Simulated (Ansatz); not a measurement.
Reaction (ligand exchange at the Si–C bond): `O[SiH2]/C=C/[SiH3]` + `O[SiH]1C=C1` → `O[SiH2]O[SiH]1C=C1` + `C=C[SiH3]`

Calculated with Ansatz (gas phase, PBE0-D4/def2-TZVP geometries, no zero-point term in ΔE). CBS: MP2 limit from def2 TZ/QZ plus the TZ coupled-cluster correction, frozen cores. DFT in def2-TZVPP. B3LYP here is the variant with VWN-RPA as its local correlation; programs differ in this. Each species was taken in one conformer, which may not be the lowest.

```
             level  ΔE (kJ/mol)  difference from CCSD(T)/CBS
            PBE-D4       -104.7                         15.9
         r2SCAN-D4       -117.4                          3.2
           PBE0-D4       -111.1                          9.5
               PBE       -105.4                         15.2
             B3LYP       -122.3                         -1.7
     HF/def2-TZVPP       -140.1                        -19.5
SCS-MP2/def2-TZVPP       -124.2                         -3.6
CCSD(T)/def2-TZVPP       -120.3                          0.3
SCS-MP2/def2-QZVPP       -125.0                         -4.4
    CCSD/CBS(def2)       -124.0                         -3.4
       CCSD(T)/CBS       -120.6                            0
```

Largest T1 diagnostic among the species: 0.012.

From PBE to PBE0 (25 % exact exchange), in def2-TZVPP and without D4, ΔE moves by −6.3 kJ/mol. In def2-TZVPP, CCSD(T) changes the Hartree–Fock value by +19.8 kJ/mol (the triples alone add +3.4 kJ/mol) and MP2 by +19.7 kJ/mol.
